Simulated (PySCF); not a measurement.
Vertical excitations of a molecule C2H9NSi3 from TDA-PBE/def2-SVPD (PySCF 2.14.0), as energy in eV (oscillator strength): 3.71 (0.000), 4.64 (0.005), 4.76 (0.020), 4.85 (0.006), 4.94 (0.028), 5.36 (0.072). Lowest triplet (TDA): 3.03 eV. Geometry: B3LYP-D3(BJ)/def2-SVP. Other conformers were not sampled.

Task: Pick the molecule that these values belong to.
A. CN=C1[SiH2][SiH2][SiH2]1
B. [SiH3][Si@H]1CN=C[SiH2]1
C. C#C[SiH2][SiH2][SiH2]N
D. C=C[Si@@H]1N[SiH2][SiH2]1

Result: B, [SiH3][Si@H]1CN=C[SiH2]1
